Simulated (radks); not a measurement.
Results of a calculation; reference values are marked as such.
Question: The mean radii <r> (bohr) of the occupied orbitals of an atom or ion are listed with their occupations. Level of theory: scalar-relativistic Kohn-Sham, SCAN, spin-polarised, spherical densities, finite nucleus; meta-GGA in the generalised Kohn-Sham scheme; Fermi nuclear charge, rms radius of each element as measured or else 0.836 A^(1/3) + 0.57 fm (a radial shooting solver on a logarithmic mesh with Libxc functionals).

| orbital | occ. | <r> |
|---|---|---|
| 1s up | 1 | 0.02723 |
| 1s down | 1 | 0.02723 |
| 2s up | 1 | 0.1171 |
| 2s down | 1 | 0.1171 |
| 2p up | 3 | 0.1025 |
| 2p down | 3 | 0.1025 |
| 3s up | 1 | 0.3133 |
| 3s down | 1 | 0.3133 |
| 3p up | 3 | 0.3117 |
| 3p down | 3 | 0.3117 |
| 3d up | 5 | 0.2886 |
| 3d down | 5 | 0.2886 |
| 4s up | 1 | 0.7399 |
| 4s down | 1 | 0.7403 |
| 4p up | 3 | 0.7909 |
| 4p down | 3 | 0.7905 |
| 4d up | 5 | 0.9148 |
| 4d down | 5 | 0.9091 |
| 5p up | 3 | 2.082 |
| 5p down | 1 | 2.113 |

Name the element and its charge. Open shells, if any, are filled with parallel spins first.

Answer: Z = 53, iodine, charge +3: I3+ in [Kr] 4d10 5p4. The 1s radius gives Z: for a bare nucleus <r> = (2 gamma + 1)/(2Z) with gamma = sqrt(1 - (Z/c)^2), 0.02683 bohr for Z = 53, and screening makes it slightly larger (0.02723 here). The occupations add up to 50, and the charge is Z minus that.
